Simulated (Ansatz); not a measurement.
Coupled-cluster run, `FC(F)(F)CC(F)(F)Cl`.

```yaml
crystal:
  periodic: [false, false, false]
  atoms:
    - {symbol: F, position_ang: [-1.965891, 0.535154, 0.327932]}
    - {symbol: C, position_ang: [-0.958790, -0.134012, 0.888383]}
    - {symbol: F, position_ang: [-0.446077, 0.632124, 1.850781]}
    - {symbol: F, position_ang: [-1.481211, -1.221434, 1.473099]}
    - {symbol: C, position_ang: [0.081970, -0.581144, -0.116021]}
    - {symbol: C, position_ang: [0.938073, 0.487286, -0.764463]}
    - {symbol: F, position_ang: [1.656039, 1.154907, 0.144725]}
    - {symbol: F, position_ang: [1.811353, -0.129145, -1.580296]}
    - {symbol: Cl, position_ang: [0.022568, 1.652971, -1.727213]}
    - {symbol: H, position_ang: [-0.425069, -1.142155, -0.900581]}
    - {symbol: H, position_ang: [0.767036, -1.254531, 0.403653]}
basis:
  gaussian: {orbitals: def2-TZVPP}
correlation: {method: ccsd_t}
output: {orbitals: {seedname: orbitals}}
```

```sh
$ ansatz run in.yaml --threads 2 --pin off --events-out ev --progress --plain --max-ram 32768MiB --backend cuda --devices 0, --max-vram 18GiB
```

Output of Ansatz, abridged:

```
Functional definition: HF
2055 factors; integrals over basis functions are off by at most 1.0e-3 eV
mean field evaluation 1: about -29157.3382 eV, gradient 5.7e1 eV
mean field evaluation 2: about -29157.7076 eV, gradient 5.7e1 eV
mean field evaluation 4: about -29163.8399 eV, gradient 5.0e0 eV
mean field evaluation 8: about -29163.9343 eV, gradient 3.7e-1 eV
mean field evaluation 16: about -29163.9349 eV, gradient 1.5e-6 eV
mean field -29163.93487845 eV, -1071.7548387579 hartree, gradient 1.5e-6 eV, S^2 0.000000; 0 other end points of the search recorded, 0 dependent functions left out
13 core orbitals not correlated: weight in the atoms' cores, before any rotation towards them, 1.000 or more for the frozen orbitals, at most 0.000 for the correlated occupied ones
reference -29163.93487845 eV, -1071.7548387579 hartree; 28, 28 occupied and 277, 277 virtual orbitals, 2055 factors
second order -51.95859850 eV of doubles, -0.00000000 eV of singles
cycle   1  -51.45982489 eV  change    5.0e-1 eV  update   1.4e-1
cycle   2  -52.50739601 eV  change    -1.0e0 eV  update   4.0e-2
cycle   3  -52.73894488 eV  change   -2.3e-1 eV  update   1.9e-2
cycle   4  -52.71057461 eV  change    2.8e-2 eV  update   3.9e-3
cycle   5  -52.70700268 eV  change    3.6e-3 eV  update   1.8e-3
cycle   6  -52.70887383 eV  change   -1.9e-3 eV  update   5.4e-4
cycle   7  -52.70863803 eV  change    2.4e-4 eV  update   2.1e-4
cycle   8  -52.70843451 eV  change    2.0e-4 eV  update   6.1e-5
cycle   9  -52.70844602 eV  change   -1.2e-5 eV  update   2.3e-5
perturbative correction -1.85026999 eV, -0.0679961681 hartree
Total energy: -29218.49359446 eV, -1073.7598345900 hartree
```

Hardware: 2 threads of an AMD EPYC 7R13 on a shared host and a share of an NVIDIA H100 80 GB. Wall time 35 s, peak host memory 1.4 GiB.

The correlation energy is -54.559 eV, 3.4 % of it from (T); the T1 diagnostic reads 0.0117.
